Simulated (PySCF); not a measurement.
# Spin states of RhCl

Unrestricted PBE0; Rh def2-TZVPP with ECP28, Cl def2-TZVPP; scalar-relativistic core potentials (PySCF 2.14). Outer shells of the fragments: Rh 4d8 5s1; Cl 3s2 3p5.

Followed along the bond (rough minima from three points):

```
2Ms+1  unpaired  ⟨S²⟩ at the start  R at minimum (Å)  Te (eV)
    3  σ ↑, δ ↑               2.00              2.26     0.00
    3  σ ↑, π ↑               2.00              2.13     0.09
    3      π ↑↑               2.01              2.22     0.22
    3  π ↑, δ ↑               2.01              2.23     0.37
    1  σ ↓, π ↑               1.01              2.21     0.40
    1      π ↑↓               1.02              2.21     0.63
```

Solutions found at the starting distance of 2.145 Å, counted from the lowest of them; the search is not exhaustive and high or unbound solutions are not listed, so other states can lie among these:

```tsv
2Ms+1	unpaired	term	E (eV)	⟨S²⟩	⟨Lz²⟩	μ (D)
3	σ ↑, δ ↑	³Δ	0.00	2.00	4.01	-4.55
3	σ ↑, π ↑	mixed	0.02	2.00	2.87	-4.39
3	π ↑↑	³Σ⁻	0.18	2.01	0.00	-4.26
3	π ↑, δ ↑	mixed	0.33	2.01	5.01	-4.33
1	σ ↓, π ↑	mixed	0.35	1.01	1.96	-4.15
1	π ↑↓	mixed	0.58	1.02	2.04	-4.07
1	σ ↓, δ ↑	mixed	0.61	1.00	4.01	-4.49
1	π ↑, δ ↓	mixed	0.75	1.01	5.01	-4.14
1	none	¹Σ⁺	0.88	0.00	0.00	-3.99
1	π ↑, δ ↓	mixed	0.90	1.01	3.77	-4.04
```

A term symbol is given only where ⟨S²⟩ and ⟨Lz²⟩ are close to those of a pure state; real π, δ and φ orbitals otherwise mix terms. A positive dipole means Rh(−)Cl(+).

Compare the gap between the two lowest followed solutions at the starting distance with the gap between their minima.

At PBE0 the second solution (triplet, unpaired electrons σ ↑, π ↑) lies +0.02 eV from the first (triplet, unpaired electrons σ ↑, δ ↑) at 2.145 Å and +0.09 eV at the minima; the two curves relax by different amounts, since their minima lie near 2.13 and 2.26 Å.

Spin–orbit coupling is left out. With d or f electrons several states lie close, and the lowest PBE0 determinant need not be the measured ground state.
